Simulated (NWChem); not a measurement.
## Basis-set convergence for I2Sn

```xyz
3

Sn     0.0000     0.0000     1.1880
I     -2.1161     0.0000    -0.5604
I      2.1161     0.0000    -0.5604
```
Charge 0, spin multiplicity 1.

The numbers come from NWChem runs, not from measurements. The geometry was optimised at PBE0/def2-SVP with def2 effective core potentials on Sn, I, a minimum by its harmonic frequencies.

Quantity: LUMO energy at the level PBE0.

Effective core potentials replace the inner electrons of Sn, I; spin-orbit coupling is left out. The structure started from a generated list of species.

The cost column gives rough processor time relative to def2-SVP; each entry includes its own SCF.

```csv
basis,functions,LUMO energy (eV),relative cost
def2-SVP,78,-3.35,1
def2-SVPD,102,-3.39,under 3
def2-TZVPP,150,-3.33,3
def2-TZVP,150,-3.33,3
def2-TZVPD,174,-3.35,5
def2-QZVP,246,-3.34,50
```

Smallest basis within 0.1 eV of def2-QZVP, the largest set run: def2-SVP, with 78 functions against 246 and about 2 % of the time (also within reach: def2-SVPD, def2-TZVPP, def2-TZVP, def2-TZVPD). def2-QZVP isn't the basis-set limit itself, and a small set can land close by cancellation.
